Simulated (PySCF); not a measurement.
**Broadened absorption spectrum of In(PH3)H3**

Species: In(PH3)H3.
SMILES: `[H][In]([H])([H])<-[PH3]`

Method used: TDDFT CAM-B3LYP/def2-SVPD, vertical, gas phase, core orbitals frozen in the response, def2 core potentials past Kr (PySCF). Geometry: PBE0-D3(BJ)/def2-SVP; no solvent, vibrations or thermal averaging. Spin–orbit coupling is left out.

Computed states:

```tsv
state	E (eV)	f
S1	6.10	0.0000
S2	6.10	0.0001
S3	6.99	0.130
S4	6.99	0.136
S5	7.20	0.0019
S6	7.24	0.011
S7	7.25	0.035
S8	7.26	0.042
S9	7.53	0.017
S10	7.53	0.016
```

Each state is given a Gaussian of 0.4 eV full width at half maximum, with ε(max) = 2.175×10⁸ f / Δν̃ (Δν̃ the width in cm⁻¹). The width is an assumption, not a result. The curve ends short of the highest state used, and states not computed would add to its high-energy end.

**Question.** Give the broadened spectrum and its maxima.

**Answer.** 
```json
{"E (eV)": "5.50", "ε (L mol⁻¹ cm⁻¹)": "0"}
{"E (eV)": "5.52", "ε (L mol⁻¹ cm⁻¹)": "0"}
{"E (eV)": "5.55", "ε (L mol⁻¹ cm⁻¹)": "0"}
{"E (eV)": "5.58", "ε (L mol⁻¹ cm⁻¹)": "0"}
{"E (eV)": "5.60", "ε (L mol⁻¹ cm⁻¹)": "0"}
{"E (eV)": "5.63", "ε (L mol⁻¹ cm⁻¹)": "0"}
{"E (eV)": "5.66", "ε (L mol⁻¹ cm⁻¹)": "0"}
{"E (eV)": "5.68", "ε (L mol⁻¹ cm⁻¹)": "0"}
{"E (eV)": "5.71", "ε (L mol⁻¹ cm⁻¹)": "0"}
{"E (eV)": "5.73", "ε (L mol⁻¹ cm⁻¹)": "1"}
{"E (eV)": "5.76", "ε (L mol⁻¹ cm⁻¹)": "1"}
{"E (eV)": "5.79", "ε (L mol⁻¹ cm⁻¹)": "1"}
{"E (eV)": "5.81", "ε (L mol⁻¹ cm⁻¹)": "1"}
{"E (eV)": "5.84", "ε (L mol⁻¹ cm⁻¹)": "2"}
{"E (eV)": "5.86", "ε (L mol⁻¹ cm⁻¹)": "2"}
{"E (eV)": "5.89", "ε (L mol⁻¹ cm⁻¹)": "3"}
{"E (eV)": "5.92", "ε (L mol⁻¹ cm⁻¹)": "3"}
{"E (eV)": "5.94", "ε (L mol⁻¹ cm⁻¹)": "4"}
{"E (eV)": "5.97", "ε (L mol⁻¹ cm⁻¹)": "4"}
{"E (eV)": "5.99", "ε (L mol⁻¹ cm⁻¹)": "5"}
{"E (eV)": "6.02", "ε (L mol⁻¹ cm⁻¹)": "5"}
{"E (eV)": "6.05", "ε (L mol⁻¹ cm⁻¹)": "6"}
{"E (eV)": "6.07", "ε (L mol⁻¹ cm⁻¹)": "6"}
{"E (eV)": "6.10", "ε (L mol⁻¹ cm⁻¹)": "6"}
{"E (eV)": "6.12", "ε (L mol⁻¹ cm⁻¹)": "6"}
{"E (eV)": "6.15", "ε (L mol⁻¹ cm⁻¹)": "6"}
{"E (eV)": "6.18", "ε (L mol⁻¹ cm⁻¹)": "6"}
{"E (eV)": "6.20", "ε (L mol⁻¹ cm⁻¹)": "6"}
{"E (eV)": "6.23", "ε (L mol⁻¹ cm⁻¹)": "5"}
{"E (eV)": "6.25", "ε (L mol⁻¹ cm⁻¹)": "6"}
{"E (eV)": "6.28", "ε (L mol⁻¹ cm⁻¹)": "6"}
{"E (eV)": "6.31", "ε (L mol⁻¹ cm⁻¹)": "9"}
{"E (eV)": "6.33", "ε (L mol⁻¹ cm⁻¹)": "12"}
{"E (eV)": "6.36", "ε (L mol⁻¹ cm⁻¹)": "21"}
{"E (eV)": "6.39", "ε (L mol⁻¹ cm⁻¹)": "37"}
{"E (eV)": "6.41", "ε (L mol⁻¹ cm⁻¹)": "55"}
{"E (eV)": "6.44", "ε (L mol⁻¹ cm⁻¹)": "97"}
{"E (eV)": "6.46", "ε (L mol⁻¹ cm⁻¹)": "140"}
{"E (eV)": "6.49", "ε (L mol⁻¹ cm⁻¹)": "239"}
{"E (eV)": "6.52", "ε (L mol⁻¹ cm⁻¹)": "395"}
{"E (eV)": "6.54", "ε (L mol⁻¹ cm⁻¹)": "543"}
{"E (eV)": "6.57", "ε (L mol⁻¹ cm⁻¹)": "853"}
{"E (eV)": "6.59", "ε (L mol⁻¹ cm⁻¹)": "1133"}
{"E (eV)": "6.62", "ε (L mol⁻¹ cm⁻¹)": "1690"}
{"E (eV)": "6.65", "ε (L mol⁻¹ cm⁻¹)": "2445"}
{"E (eV)": "6.67", "ε (L mol⁻¹ cm⁻¹)": "3075"}
{"E (eV)": "6.70", "ε (L mol⁻¹ cm⁻¹)": "4227"}
{"E (eV)": "6.72", "ε (L mol⁻¹ cm⁻¹)": "5136"}
{"E (eV)": "6.75", "ε (L mol⁻¹ cm⁻¹)": "6709"}
{"E (eV)": "6.78", "ε (L mol⁻¹ cm⁻¹)": "8501"}
{"E (eV)": "6.80", "ε (L mol⁻¹ cm⁻¹)": "9789"}
{"E (eV)": "6.83", "ε (L mol⁻¹ cm⁻¹)": "11800"}
{"E (eV)": "6.85", "ε (L mol⁻¹ cm⁻¹)": "13147"}
{"E (eV)": "6.88", "ε (L mol⁻¹ cm⁻¹)": "15092"}
{"E (eV)": "6.91", "ε (L mol⁻¹ cm⁻¹)": "16838"}
{"E (eV)": "6.93", "ε (L mol⁻¹ cm⁻¹)": "17834"}
```

Maxima: 203 nm (6.11 eV), ε about 6.1, made up of S1 (33%) and S2 (66%) (ε in L mol⁻¹ cm⁻¹; maxima over ε = 5, shares over 10%). At its high-energy end, 6.93 eV, the curve is still rising (ε about 18000, from S3 and S4).

**Question.** On this curve, what absorbance would a 10⁻⁵ mol/L sample give at 193 nm over a 1 cm path?

**Answer.** 193 nm is 6.424 eV, where ε is about 72 L mol⁻¹ cm⁻¹, so A = ε c l ≈ 0.00072 (Beer–Lambert, with the gas-phase spectrum and the assumed width).

**Question.** Coming from long wavelengths, where does ε first pass 100 L mol⁻¹ cm⁻¹?

**Answer.** At about 192 nm (6.44 eV), 0.34 eV above S1.

**Question.** What would ε be at 6.11 eV, the highest of these maxima, with half the width (0.2 eV)?

**Answer.** About 12.1 L mol⁻¹ cm⁻¹ against 6.09, a factor of about 1.98; a lone state at its own centre would give exactly 2.

The vertical ionisation energy (ΔSCF) is 9.86 eV, 2.33 eV above S10.
